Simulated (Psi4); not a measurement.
bromotrifluoromethane (CBrF3), singlet, geometry from GFN2-xTB; PBE/def2-SVP (Psi4 1.11).

Psi4 was given this input:
```
memory 2 GB

molecule mol {
0 1
F    -1.255211   -0.590163   -1.107334
C    -0.817884    0.019610   -0.022939
F    -1.315279   -0.587090    1.037016
F    -1.240675    1.268630   -0.036572
Br    1.120223   -0.026859    0.031418
}

set {
  basis def2-svp
  reference rks
}

energy('pbe')
print_variables()
```

It wrote (shortened):

```
   => Loading Basis Set <=

    Name: DEF2-SVP
    Role: ORBITAL
    Keyword: BASIS

         ---------------------------------------------------------
                                   SCF
               by Justin Turney, Rob Parrish, Andy Simmonett
                          and Daniel G. A. Smith
                              RKS Reference
         ---------------------------------------------------------

  ==> Geometry <==

    Molecular point group: c1
    Full point group: C1

    Geometry (in Angstrom), charge = 0, multiplicity = 1:

       Center              X                  Y                   Z               Mass
    ------------   -----------------  -----------------  -----------------  -----------------
         F           -1.297029209578    -0.589160180808    -1.108506637801    18.998403162730
         C           -0.859702209578     0.020612819192    -0.024111637801    12.000000000000
         F           -1.357097209578    -0.586087180808     1.035843362199    18.998403162730
         F           -1.282493209578     1.269632819192    -0.037744637801    18.998403162730
         BR           1.078404790422    -0.025856180808     0.030245362199    78.918337600000

  Running in c1 symmetry.

  Rotational constants: A =      0.19282  B =      0.06944  C =      0.06944 [cm^-1]
  Rotational constants: A =   5780.52466  B =   2081.70642  C =   2081.70634 [MHz]
  Nuclear repulsion =  367.886280901361147

  Charge       = 0
  Multiplicity = 1
  Electrons    = 68
  Nalpha       = 34
  Nbeta        = 34

  ==> Algorithm <==

  SCF Algorithm Type is DF.
  DIIS enabled.
  MOM disabled.
  Fractional occupation disabled.
  Guess Type is SAD.
  Energy threshold   = 1.00e-06
  Density threshold  = 1.00e-06
  Integral threshold = 1.00e-12

  ==> Primary Basis <==

  Basis Set: DEF2-SVP
    Blend: DEF2-SVP
    Number of shells: 36
    Number of basis functions: 88
    Number of Cartesian functions: 95
    Spherical Harmonics?: true
    Max angular momentum: 2

  ==> DFT Potential <==

   => LibXC <=

    Version 7.1.2
    S. Lehtola, C. Steigemann, M. J. T. Oliveira, and M. A. L. Marques,  SoftwareX 7, 1–5 (2018) (10.1016/j.softx.2017.11.002)

   => Composite Functional: PBE <=

    PBE GGA Exchange-Correlation Functional

    J.P. Perdew et. al., Phys. Rev. Lett., 77(18), 3865-3868, 1996

    Deriv               =              1
    GGA                 =           TRUE
    Meta                =          FALSE

    Exchange Hybrid     =          FALSE
    MP2 Hybrid          =          FALSE

   => Exchange Functionals <=

    1.0000     XC_GGA_X_PBE

   => Correlation Functionals <=

    1.0000     XC_GGA_C_PBE

   => LibXC Density Thresholds  <==

    XC_GGA_C_PBE:  1.00E-12
    XC_GGA_X_PBE:  1.00E-15

   => Molecular Quadrature <=

    Radial Scheme          =       TREUTLER
    Pruning Scheme         =           NONE
    Nuclear Scheme         =       TREUTLER

    Blocking Scheme        =         OCTREE
    BS radius alpha        =              1
    Pruning alpha          =              1
    Radial Points          =             75
    Spherical Points       =            302
    Total Points           =         106433
    Total Blocks           =            869
    Max Points             =            254
    Max Functions          =             85
    Weights Tolerance      =       1.00E-15

   => Loading Basis Set <=

    Name: (DEF2-SVP AUX)
    Role: JKFIT
    Keyword: DF_BASIS_SCF

  ==> Integral Setup <==

  SCF_SUBTYPE=INCORE selected. In-core MEM_DF algorithm will be used.
  Using in-core AOs.

  ==> MemDFJK: Density-Fitted J/K Matrices <==

    J tasked:                   Yes
    K tasked:                    No
    wK tasked:                   No
    Algorithm:                 Core
    Schwarz Cutoff:           1E-12
    Mask sparsity (%):       4.5196
    Fitting Condition:        1E-10

   => Auxiliary Basis Set <=

  Basis Set: (DEF2-SVP AUX)
    Blend: DEF2-UNIVERSAL-JKFIT
    Number of shells: 160
    Number of basis functions: 572
    Number of Cartesian functions: 739
    Spherical Harmonics?: true
    Max angular momentum: 5

  Minimum eigenvalue in the overlap matrix is 9.1643756126E-03.
  Reciprocal condition number of the overlap matrix is 2.3649415000E-03.
    Using symmetric orthogonalization.

  ==> Pre-Iterations <==

  SCF Guess: Superposition of Atomic Densities via on-the-fly atomic UHF (no occupation information).

   -------------------------
    Irrep   Nso     Nmo
   -------------------------
     A         88      88
   -------------------------
    Total      88      88
   -------------------------

  ==> Iterations <==

                           Total Energy        Delta E     RMS |[F,P]|

   @DF-RKS iter SAD: -2909.13486806707579   -2.90913e+03   0.00000e+00
   @DF-RKS iter   1: -2910.14487775456473   -1.01001e+00   1.68447e-02 ADIIS/DIIS
   @DF-RKS iter   2: -2909.96706674139159    1.77811e-01   1.91842e-02 ADIIS/DIIS
   @DF-RKS iter   3: -2910.47548154198557   -5.08415e-01   3.13472e-03 ADIIS/DIIS
   @DF-RKS iter   4: -2910.51135713551594   -3.58756e-02   5.91074e-04 ADIIS/DIIS
   @DF-RKS iter   5: -2910.51249837104160   -1.14124e-03   1.30361e-04 ADIIS/DIIS
   @DF-RKS iter   6: -2910.51255771013984   -5.93391e-05   4.10759e-05 DIIS
   @DF-RKS iter   7: -2910.51256197175098   -4.26161e-06   7.26404e-06 DIIS
   @DF-RKS iter   8: -2910.51256222525308   -2.53502e-07   7.99663e-07 DIIS
  Energy and wave function converged.

  ==> Post-Iterations <==

   Electrons on quadrature grid:
      Ntotal   =   67.9999965807 ; deviation = -3.419e-06

    Orbital Energies [Eh]
    ---------------------

    Doubly Occupied:

       1A   -480.958680     2A    -61.800400     3A    -55.731462
       4A    -55.727038     5A    -55.727038     6A    -24.321467
       7A    -24.321369     8A    -24.321365     9A    -10.182081
      10A     -8.426398    11A     -6.308769    12A     -6.293767
      13A     -6.293766    14A     -2.510038    15A     -2.506208
      16A     -2.506208    17A     -2.495038    18A     -2.495035
      19A     -1.234797    20A     -1.139307    21A     -1.139305
      22A     -0.758860    23A     -0.634679    24A     -0.562279
      25A     -0.562277    26A     -0.525806    27A     -0.430199
      28A     -0.430198    29A     -0.396644    30A     -0.396642
      31A     -0.368791    32A     -0.350941    33A     -0.275879
      34A     -0.275878

    Virtual:

      35A     -0.056749    36A      0.101661    37A      0.101663
      38A      0.151310    39A      0.254547    40A      0.338382
      41A      0.367416    42A      0.367418    43A      0.461099
      44A      0.461100    45A      0.491128    46A      0.521590
      47A      0.521592    48A      0.562646    49A      0.633676
      50A      0.633679    51A      0.833113    52A      0.995313
      53A      0.995315    54A      1.052984    55A      1.099334
      56A      1.099336    57A      1.234516    58A      1.320634
      59A      1.320643    60A      1.406175    61A      1.491288
      62A      1.491289    63A      1.680669    64A      1.680672
      65A      1.758419    66A      1.869598    67A      1.915156
      68A      1.915157    69A      2.874762    70A      2.905060
      71A      2.905068    72A      2.916699    73A      2.917267
      74A      2.921878    75A      2.921888    76A      3.026666
      77A      3.026669    78A      3.277928    79A      3.292724
      80A      3.292735    81A      3.416560    82A      3.416565
      83A      3.420595    84A      3.420596    85A      3.568410
      86A      3.634340    87A      3.728312    88A      3.728315

    Final Occupation by Irrep:
              A
    DOCC [    34 ]
    NA   [    34 ]
    NB   [    34 ]

  @DF-RKS Final Energy: -2910.51256222525308

   => Energetics <=

    Nuclear Repulsion Energy =            367.8862809013611468
    One-Electron Energy =               -4782.4987368468264322
    Two-Electron Energy =                1631.5152430170182924
    DFT Exchange-Correlation Energy =    -127.4153492968056725
    Empirical Dispersion Energy =           0.0000000000000000
    VV10 Nonlocal Energy =                  0.0000000000000000
    Total Energy =                      -2910.5125622252530775

Computation Completed

Properties will be evaluated at   0.000000,   0.000000,   0.000000 [a0]

Properties computed using the SCF density matrix

 Multipole Moments:

 ------------------------------------------------------------------------------------
     Multipole            Electronic (a.u.)      Nuclear  (a.u.)        Total (a.u.)
 ------------------------------------------------------------------------------------

 L = 1.  Multiply by 2.5417464519 to convert [e a0] to [Debye]
 Dipole X            :          5.4154264           -5.3736673            0.0417591
 Dipole Y            :         -0.1298400            0.1288410           -0.0009990
 Dipole Z            :          0.1518870           -0.1507120            0.0011750
 Magnitude           :                                                    0.0417876

 ------------------------------------------------------------------------------------

  Variable Map:
  ----------------------------------------------------------------------------
  "CURRENT ENERGY"              =>   -2910.512562225253
  "CURRENT REFERENCE ENERGY"    =>   -2910.512562225253
  "DD SOLVATION ENERGY"         =>       0.000000000000
  "DFT FUNCTIONAL TOTAL ENERGY" =>   -2910.512562225253
  "DFT TOTAL ENERGY"            =>   -2910.512562225253
  "DFT VV10 ENERGY"             =>       0.000000000000
  "DFT XC ENERGY"               =>    -127.415349296806
  "GRID ELECTRONS ALPHA"        =>      33.999998290340
  "GRID ELECTRONS BETA"         =>      33.999998290340
  "GRID ELECTRONS TOTAL"        =>      67.999996580680
  "NUCLEAR REPULSION ENERGY"    =>     367.886280901361
  "ONE-ELECTRON ENERGY"         =>   -4782.498736846826
  "PCM POLARIZATION ENERGY"     =>       0.000000000000
  "PE ENERGY"                   =>       0.000000000000
  "SCF ITERATION ENERGY"        =>   -2910.512562225253
  "SCF ITERATIONS"              =>       8.000000000000
  "SCF TOTAL ENERGY"            =>   -2910.512562225253
  "TWO-ELECTRON ENERGY"         =>    1631.515243017018
  "XC GRID RADIAL POINTS"       =>      75.000000000000
  "XC GRID SPHERICAL POINTS"    =>     302.000000000000
  "XC GRID TOTAL POINTS"        =>  106433.000000000000

  Array Variable Map:
  ----------------------------------------------------------------------------
  "CURRENT DIPOLE"              =>       0.041759123313 ... 0.001174983432 1 by 3
  "SCF DIPOLE"                  =>       0.041759123313 ... 0.001174983432 1 by 3
  "SCF TOTAL ENERGIES"          =>   -2909.134868067076 ... -2910.512562225253 1 by 9
```
